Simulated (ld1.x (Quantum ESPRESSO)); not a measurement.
# Which change was made? (Zn, RRKJ)

ld1.x (Quantum ESPRESSO) 7.5 input, shortened:

```
&input
   title='Zn', zed=30., rel=1, dft='BP', iswitch=3,
   config='[Ar] 3d10 4s2 4p0'
 /
 &inputp
   pseudotype=2, tm=.false., rho0=0.005, lloc=0,
   nlcc=.false.
 /
3
4P  2  1   0.00   0.00  2.75  2.75  0.0
3D  3  2  10.00   0.00  0.75  0.75  0.0
4S  1  0   2.00   0.00  2.25  2.25  0.0
 &test
   configts(1)='3d10 4s2 4p0'
 /
```

Cutoffs, loose and tight: the cutoffs (Ry, on a coarse ladder) from which the occupation-weighted sum of valence levels, in a spherical-Bessel basis at the reference potential, stays within 10 and 1 mRy of its value at 400 Ry. They do not see the model core or the augmentation charge, which bear on the density cutoff. Test errors are all-electron minus pseudo excitation energies from the reference, over the configurations 3d10 4s1 4p0; 3d10 4s0 4p0; 3d9 4s0 4p0; 3d8 4s0 4p0; 3d10 4s0 4p1; 3d10 4s0 4p2; 3d9 4s2 4p1; variants that change the core or the reference have their own tests. The largest error is taken over the tests solved by every variant that gives reliable tests at all, those not shown here included: 3d10 4s0 4p0; 3d10 4s1 4p0; 3d8 4s0 4p0; 3d9 4s0 4p0.

The base gives: outcome: generated; cutoff, loose: 300 Ry; cutoff, tight: over 300 Ry; bound ghosts: none; largest test error (meV): -2150.

Question: After one change the result is: outcome: generated; cutoff, loose: 300 Ry; cutoff, tight: over 300 Ry; bound ghosts: none; largest test error (meV): -475. Which change was it?
A. reference 3d10 4s1 4p1
B. wave 4s (bound): rc 2.25 bohr becomes 4s (bound): rc 2.92 bohr
C. core [Ne] 3s2, valence charge 18; reference 3p6 3d10 4s2 4p0; waves now 4s (bound): rc 2.30 bohr; 3p (bound): rc 0.65 bohr; 3d (bound): rc 0.90 bohr; local potential all-electron potential smoothed inside 0.55 bohr (lloc = -2); core correction a·sin(br)/r model core, default radius (core density twice the valence density)

Answer: A. The others give: wave 4s (bound): rc 2.25 bohr becomes 4s (bound): rc 2.92 bohr → outcome: generated; cutoff, loose: 300 Ry; cutoff, tight: over 300 Ry; bound ghosts: none; largest test error (meV): -3289 | core [Ne] 3s2, valence charge 18; reference 3p6 3d10 4s2 4p0; waves now 4s (bound): rc 2.30 bohr; 3p (bound): rc 0.65 bohr; 3d (bound): rc 0.90 bohr; local potential all-electron potential smoothed inside 0.55 bohr (lloc = -2); core correction a·sin(br)/r model core, default radius (core density twice the valence density) → outcome: generated; cutoff, loose: over 300 Ry; cutoff, tight: over 300 Ry; bound ghosts: s; largest test error (meV): -43.
